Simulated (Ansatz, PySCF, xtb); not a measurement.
Noncovalent pair: H2S (SMILES S) (first 3 atoms) with GeH4 (SMILES [GeH4]); geometry from B3LYP-D3(BJ)/def2-TZVP, rigid monomers moved along the line of their centres of mass till S1···Ge4 is 4.44 Å.
(charge 0, multiplicity 1):
```tsv
atom	x (Å)	y (Å)	z (Å)
S	0.1562	-0.3755	-0.3138
H	0.2778	-1.6336	0.1384
H	-1.1720	-0.3716	-0.1193
Ge	-0.0294	0.2790	4.0716
H	-0.1572	0.4294	5.5980
H	-1.0364	-0.7778	3.5921
H	1.3950	-0.1723	3.7239
H	-0.3344	1.6243	3.4009
```

```json
[
 {"level": "GFN-FF", "interaction energy (meV)": "-23.4", "minus CCSD(T)/CBS(def2-SVPD, def2-TZVPPD)": "10.2", "cost": "-"},
 {"level": "GFN1-xTB", "interaction energy (meV)": "-278.1", "minus CCSD(T)/CBS(def2-SVPD, def2-TZVPPD)": "-244.5", "cost": "-"},
 {"level": "HF/6-31G* (no counterpoise)", "interaction energy (meV)": "-7.8", "minus CCSD(T)/CBS(def2-SVPD, def2-TZVPPD)": "25.8", "cost": "-"},
 {"level": "r2SCAN/def2-TZVPPD", "interaction energy (meV)": "-25.2", "minus CCSD(T)/CBS(def2-SVPD, def2-TZVPPD)": "8.4", "cost": "×1"},
 {"level": "B3LYP/def2-TZVPPD", "interaction energy (meV)": "1.9", "minus CCSD(T)/CBS(def2-SVPD, def2-TZVPPD)": "35.5", "cost": "×1"},
 {"level": "PBE0/def2-TZVPPD", "interaction energy (meV)": "-17.7", "minus CCSD(T)/CBS(def2-SVPD, def2-TZVPPD)": "15.9", "cost": "×1"},
 {"level": "PBE0-D3(BJ)/def2-TZVPPD", "interaction energy (meV)": "-45.1", "minus CCSD(T)/CBS(def2-SVPD, def2-TZVPPD)": "-11.5", "cost": "×1"},
 {"level": "wB97X-V/def2-TZVPPD", "interaction energy (meV)": "-38.6", "minus CCSD(T)/CBS(def2-SVPD, def2-TZVPPD)": "-5.0", "cost": "×3"},
 {"level": "MP2/6-31G*", "interaction energy (meV)": "-10.0", "minus CCSD(T)/CBS(def2-SVPD, def2-TZVPPD)": "23.6", "cost": "-"},
 {"level": "MP2/def2-TZVPPD", "interaction energy (meV)": "-34.4", "minus CCSD(T)/CBS(def2-SVPD, def2-TZVPPD)": "-0.8", "cost": "-"},
 {"level": "MP2/CBS(def2-SVPD, def2-TZVPPD)", "interaction energy (meV)": "-35.6", "minus CCSD(T)/CBS(def2-SVPD, def2-TZVPPD)": "-2.0", "cost": "-"},
 {"level": "CCSD/def2-SVPD", "interaction energy (meV)": "-27.6", "minus CCSD(T)/CBS(def2-SVPD, def2-TZVPPD)": "6.0", "cost": "-"},
 {"level": "CCSD/def2-TZVPPD", "interaction energy (meV)": "-28.3", "minus CCSD(T)/CBS(def2-SVPD, def2-TZVPPD)": "5.3", "cost": "-"},
 {"level": "CCSD(T)/CBS(def2-SVPD, def2-TZVPPD)", "interaction energy (meV)": "-33.6", "minus CCSD(T)/CBS(def2-SVPD, def2-TZVPPD)": "0.0", "cost": "×20"}
]
```

 The comparison column counts from a level with limits of its own.

The rows run from -278.1 (GFN1-xTB) to 1.9 meV (B3LYP/def2-TZVPPD). The dispersion term adds -27.5 in PBE0-D3(BJ). The 4 functionals in def2-TZVPPD without D3 or D4 span 40.5, from wB97X-V to B3LYP.

Counterpoise-corrected where a basis set is named; no monomer relaxation. Rows marked so take none.

Frozen-core correlation. Filled d and f shells under p-block atoms count as core. CBS(a, b) extrapolates the correlation energy as X⁻³ and adds the Hartree–Fock energy of set b. Rows in 6-31G* carry no dispersion term and start afresh at each structure (6-31G* with six Cartesian d functions); the Pople sets are all-electron and without relativity. MP2/6-31G* freezes PySCF's default core, which leaves 3d correlated.

The values were computed with Ansatz (a first-principles code) with Gaussian orbitals; PySCF for 6-31G* rows, the dispersion terms; xtb for the GFN methods. Each number belongs to the level named beside it.

Costs are rough ratios of core time to PBE/def2-TZVPPD (about 8 s over the structures, on one shared machine); a dash marks a level with no comparable run of its own.
